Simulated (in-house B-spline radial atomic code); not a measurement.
Configurations of neutral chlorine, with energies counted from [Ne] 3s2 3p5. Level of theory: non-relativistic revTPSS, spin-polarised, spherical fractional occupations, point nucleus; calculated with a radial B-spline atomic code at the basis-set limit. Shells without spins written out take the highest spin.

Occupations are held fixed; configurations that lie above the ionisation limit could autoionise.

| configuration | E - E(ref) (eV) | highest orbital | its <r> (bohr) |
| --- | --- | --- | --- |
| [Ne] 3s2 3p4 4s1 | 9.1435 | 4s up | 5.459 |
| [Ne] 3s2 3p4 4p1 | 10.426 | 4p up | 7.227 |
| [Ne] 3s2 3p(1 up, 3 down) 3d(1 up, 0 down) | 11.29 | 3d up | 8.724 |
| [Ne] 3s2 3p4 4f1 | 12.116 | 4f up | 17.01 |
| [Ne] 3s(0 up, 1 down) 3p6 | 12.18 | 3p up | 1.847 |
| [He] 2s2 2p5 3s2 3p6 | 193.5 | 3p down | 1.701 |
| [He] 2s2 2p5 3s2 3p5 3d1 | 207.08 | 3d up | 7.41 |

(1) Order these further configurations by energy, lowest first.
A. [Ne] 3s1 3p5 3d1
B. [Ne] 3s1 3p5 4d1
C. [He] 2s2 2p(2 up, 3 down) 3s2 3p(2 up, 3 down) 4d(0 up, 1 down)
D. [He] 2s2 2p5 3s2 3p5 4p1
E. [Ne] 3s1 3p5 4s1

(2) How far above the reference does [He] 2s2 2p(3 up, 2 down) 3s2 3p(2 up, 3 down) 4p(1 up, 0 down) lie?

(3) How far above the reference does [Ne] 3s1 3p5 4f1 lie?

Answers

(1) E (21.765 eV), A (23.672 eV), B (24.335 eV), D (206.41 eV), C (207.7 eV).

(2) 206.74 eV; its least bound orbital is 4p up with <r> = 7.081 bohr.

(3) 24.786 eV; its least bound orbital is 4f up with <r> = 17.01 bohr.
